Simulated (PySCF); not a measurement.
Ti(OH)3(NH2) (H5NO3Ti), SMILES [NH2][Ti]([OH])([OH])[OH], multiplicity 1.

The structure is a stationary point at B3LYP-D3(BJ)/def2-SVP. The multiplicity is an assumed one; no other spin state was optimised. The structure was generated by enumeration; whether it is a known compound was not checked. The values are those of a single conformer.

Computed with TDA-PBE/def2-SVPD (PySCF 2.14.0).

Vertical excitations. The molecule is in vacuum.

```json
[
 {"state": "S1", "energy (eV)": "3.92", "λ (nm)": "316", "f": "0.002", "main pairs": "HOMO→LUMO 99 %"},
 {"state": "S2", "energy (eV)": "4.58", "λ (nm)": "271", "f": "0.029", "main pairs": "HOMO→LUMO+1 77 %, HOMO→LUMO+3 15 %"},
 {"state": "S3", "energy (eV)": "5.08", "λ (nm)": "244", "f": "0.001", "main pairs": "HOMO→LUMO+2 80 %, HOMO−1→LUMO 13 %"},
 {"state": "S4", "energy (eV)": "5.17", "λ (nm)": "240", "f": "0.014", "main pairs": "HOMO−1→LUMO 76 %, HOMO→LUMO+2 12 %"},
 {"state": "S5", "energy (eV)": "5.26", "λ (nm)": "235", "f": "0.001", "main pairs": "HOMO−1→LUMO+1 96 %"},
 {"state": "S6", "energy (eV)": "5.31", "λ (nm)": "234", "f": "0.020", "main pairs": "HOMO→LUMO+4 87 %"},
 {"state": "S7", "energy (eV)": "5.41", "λ (nm)": "229", "f": "0.001", "main pairs": "HOMO−2→LUMO 83 %"},
 {"state": "S8", "energy (eV)": "5.47", "λ (nm)": "227", "f": "0.032", "main pairs": "HOMO→LUMO+3 45 %, HOMO→LUMO+5 31 %"},
 {"state": "S9", "energy (eV)": "5.61", "λ (nm)": "221", "f": "0.012", "main pairs": "HOMO→LUMO+5 36 %, HOMO−3→LUMO 26 %, HOMO−2→LUMO+1 12 %"},
 {"state": "S10", "energy (eV)": "5.66", "λ (nm)": "219", "f": "0.008", "main pairs": "HOMO−3→LUMO 63 %, HOMO→LUMO+5 14 %"},
 {"state": "T1", "energy (eV)": "3.76", "λ (nm)": "330", "f": "0", "main pairs": "HOMO→LUMO 90 %"},
 {"state": "T2", "energy (eV)": "3.85", "λ (nm)": "322", "f": "0", "main pairs": "HOMO→LUMO+1 88 %"},
 {"state": "T3", "energy (eV)": "4.81", "λ (nm)": "258", "f": "0", "main pairs": "HOMO−1→LUMO 98 %"},
 {"state": "T4", "energy (eV)": "4.90", "λ (nm)": "253", "f": "0", "main pairs": "HOMO→LUMO+2 86 %"}
]
```
Triplets are in the Tamm–Dancoff approximation.
